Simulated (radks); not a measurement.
Species: Co8+. Configuration: [Ar] 3d1.

All-electron calculation, non-relativistic Kohn-Sham, LB94 model potential, spin-unpolarised, spherical densities, point nucleus. Program: a radial shooting solver on a logarithmic mesh with Libxc functionals.

Energy parts (eV):
kinetic: 37131.655
electron-nucleus: -84824.703
Hartree: 12105.389
(The LB94 potential has no energy functional, so no total or exchange-correlation energy is given.)

Orbitals (lengths in bohr, moments of r in powers of bohr):
orbital,occ.,eigenvalue (eV),<1/r>,<r>
1s,2,-7779.441,26.55,0.05679
2s,2,-1101.545,5.718,0.2574
2p,6,-985.4518,5.689,0.2249
3s,2,-277.9915,1.943,0.7287
3p,6,-242.3334,1.866,0.7348
3d,1,-184.3859,1.710,0.7174

The highest occupied level is 3d at -184.39 eV. Summed over all electrons, <r^2> = 6.115 bohr^2, which gives a Langevin (diamagnetic) susceptibility term of -4.84 x 10^-6 cm^3/mol. The electron density at the nucleus is 1.34e+04 e/bohr^3. The density falls to 0.001 e/bohr^3 at r = 1.95 bohr.
